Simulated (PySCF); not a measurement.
SMILES Fc1c(F)c(F)c(F)c(F)c1F, GFN2-xTB optimised geometry.

```
12

F     -1.36    -2.36     0.00
C     -0.70    -1.21     0.00
C     -1.39     0.00     0.00
F     -2.72     0.00     0.00
C     -0.70     1.21     0.00
F     -1.36     2.36     0.00
C      0.70     1.21     0.00
F      1.36     2.36     0.00
C      1.39     0.00     0.00
F      2.72     0.00     0.00
C      0.70    -1.21     0.00
F      1.36    -2.36     0.00
```

Density from B3LYP/def2-TZVP in PySCF at that geometry.

Minimum of the electron density along straight lines between bonded atoms, close to the bond critical point (lines longer than 1.1 times the sum of covalent radii, or with two minima, are not listed):

```tsv
bond	length / Å	ρ at the minimum / e bohr⁻³	∇²ρ there / e bohr⁻⁵	position (fraction from the first atom)
F1–C2	1.330	0.277	-0.08	0.67
C2–C3	1.393	0.325	-0.97	0.50
C3–F4	1.330	0.277	-0.08	0.33
C3–C5	1.393	0.325	-0.97	0.50
C5–F6	1.330	0.277	-0.08	0.33
C5–C7	1.393	0.325	-0.97	0.50
C7–F8	1.330	0.277	-0.08	0.33
C7–C9	1.393	0.325	-0.97	0.50
C9–F10	1.330	0.277	-0.08	0.33
C2–C11	1.393	0.325	-0.97	0.50
C9–C11	1.393	0.325	-0.97	0.50
C11–F12	1.330	0.277	-0.08	0.33
```
